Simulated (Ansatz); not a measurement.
Ansatz (a first-principles code) input (HF/3-21G): The .json file is the Basis Set Exchange's 3-21G.

Ansatz 0.2 input:
```yaml
crystal:
  periodic: [false, false, false]
  atoms:
    - {symbol: Te, position_ang: [-0.00000000, -0.00000000, -0.03179361]}
    - {symbol: H, position_ang: [0.00000000, 0.00000000, 1.65326746]}
basis:
  gaussian:
    orbitals: 3-21G.json
hamiltonian:
  xc: {name: HF}
magnetization: {spin_polarized: true, initial_magnetization: 1}
phonons: {temperatures: {t_min: 298.15, t_max: 298.15, t_step: 100}}
```

**Question.** Which harmonic wavenumbers does it give?

**Answer.** 2136 cm⁻¹ (unscaled; negative means imaginary).
